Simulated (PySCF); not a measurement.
This PySCF input asks for the NMR shieldings of `CC(C)([SiH2]N)[SiH2]S[SiH3]`, C₃H₁₅NSSi₃; the geometry comes from GFN2-xTB.

```python
import basis_set_exchange as bse
import numpy as np
from pyscf import gto, dft
from pyscf.prop import nmr

atoms = """
C    -1.188479    1.839115   -0.029393
C    -0.533128    0.462641    0.101659
C     0.202472    0.402685    1.443089
Si   -1.863978   -0.916321    0.083425
N    -2.716994   -0.778606   -1.405958
Si    0.703194    0.260817   -1.331705
S     1.797848   -1.593186   -1.232782
Si    3.520382   -1.187482   -0.031687
H    -1.684794    1.947763   -0.991156
H    -1.926952    1.993250    0.757262
H    -0.444424    2.632012    0.051087
H     0.985732    1.160668    1.500734
H    -0.488966    0.575733    2.267786
H     0.659949   -0.573659    1.591848
H    -2.684291   -0.730409    1.297986
H    -1.280024   -2.252916    0.085042
H    -3.359178   -1.513968   -1.649929
H    -3.108638    0.111212   -1.668774
H     0.068120    0.200345   -2.640685
H     1.696256    1.340758   -1.291659
H     4.038765    0.129330   -0.384635
H     4.439513   -2.256179   -0.383174
H     3.162864   -1.226620    1.382515
"""
names = dict.fromkeys(["C", "Si", "N", "S", "H"], "pcSseg-1")
basis = {el: gto.basis.parse(bse.get_basis(n, elements=[el], fmt="nwchem")) for el, n in names.items()}
mol = gto.M(atom=atoms, basis=basis, charge=0, verbose=0)
mf = dft.RKS(mol, xc="PBE0")
mf.grids.level = 2
mf.grids.alignment = dft.numint.BLKSIZE   # the property module wants whole blocks of grid points
mf.conv_tol = 1e-9
mf.kernel()

calc = nmr.RKS(mf)   # GIAO
C = mf.mo_coeff
Co = C[:, mf.mo_occ > 0]
resp = mf.gen_response(singlet=True, hermi=2)
def vind(x):   # induced exchange potential for any number of trial vectors
    d = np.einsum("pi,xij,qj->xpq", C, 2 * x.reshape(-1, C.shape[1], Co.shape[1]), Co, optimize=True)
    return np.einsum("xpq,pi,qj->xij", resp(d - d.transpose(0, 2, 1)), C, Co, optimize=True).ravel()
mo1, _ = nmr.rhf.solve_mo1(calc, with_cphf=vind)
sigma = calc.kernel(mo1)
for i, s in enumerate(sigma):   # ppm
    w = np.linalg.eigvalsh((s + s.T) / 2)
    print("%2d %-2s iso %8.1f  s11 %8.1f  s22 %8.1f  s33 %8.1f" % (i, mol.atom_pure_symbol(i), w.mean(), *w))
```

**Question.** What are the results?

**Answer.** 
```
 0 C  iso    166.5  s11    154.6  s22    156.2  s33    188.6
 1 C  iso    172.5  s11    161.5  s22    176.2  s33    179.7
 2 C  iso    165.5  s11    154.6  s22    156.4  s33    185.5
 3 Si iso    373.4  s11    337.8  s22    357.1  s33    425.4
 4 N  iso    260.3  s11    234.7  s22    254.8  s33    291.6
 5 Si iso    357.4  s11    296.1  s22    363.1  s33    412.9
 6 S  iso    826.7  s11    762.3  s22    832.3  s33    885.6
 7 Si iso    397.9  s11    357.1  s22    379.4  s33    457.3
 8 H  iso     30.6  s11     25.9  s22     28.7  s33     37.3
 9 H  iso     30.6  s11     26.1  s22     27.7  s33     37.9
10 H  iso     30.7  s11     26.0  s22     28.8  s33     37.3
11 H  iso     30.9  s11     26.9  s22     28.7  s33     37.1
12 H  iso     30.7  s11     25.9  s22     28.6  s33     37.6
13 H  iso     30.4  s11     25.6  s22     29.2  s33     36.4
14 H  iso     27.1  s11     22.8  s22     26.1  s33     32.3
15 H  iso     26.8  s11     23.4  s22     26.7  s33     30.3
16 H  iso     31.6  s11     23.8  s22     26.5  s33     44.5
17 H  iso     31.7  s11     23.3  s22     30.4  s33     41.3
18 H  iso     26.5  s11     22.1  s22     25.9  s33     31.4
19 H  iso     27.3  s11     22.8  s22     27.1  s33     31.9
20 H  iso     27.1  s11     23.5  s22     25.2  s33     32.5
21 H  iso     26.9  s11     22.6  s22     24.3  s33     33.8
22 H  iso     26.9  s11     22.2  s22     26.5  s33     32.1
```

These numbers come from an equivalent density-fitted implementation of the same equations, which agrees with the script to about 0.01 ppm for H and up to a few tenths of a ppm for heavy atoms, so last digits may differ.

**Question.** Turn these shieldings into chemical shifts. Referencing at the same level of theory: TMS for 13C (σ = 186.93 ppm) and 29Si (σ = 349.16 ppm) and 1H (σ = 31.72 ppm); 15N (σ = 267.73 ppm) vs NH3; CS2 for 33S (σ = 503.73 ppm).

**Answer.** Averaging equivalent atoms: C 0/2: 20.9; C 1: 14.4; Si 5: -8.2; Si 3: -24.3; Si 7: -48.8; N 4: 7.4; S 6: -323; H 18/19: 4.84; H 14/15: 4.78; H 20/21/22: 4.74; H 8/9/10/11/12/13: 1.07; H 16/17: 0.09 ppm. Experimental scales use liquid or dissolved standards, which lie at an offset from isolated NH3 (liquid NH3: subtract about 20 ppm).

Size and cost of the density-fitted run: 239 basis functions, 110 s wall time on 1 thread of an Arm Neoverse N1, shared host; peak memory 1.1 GiB.
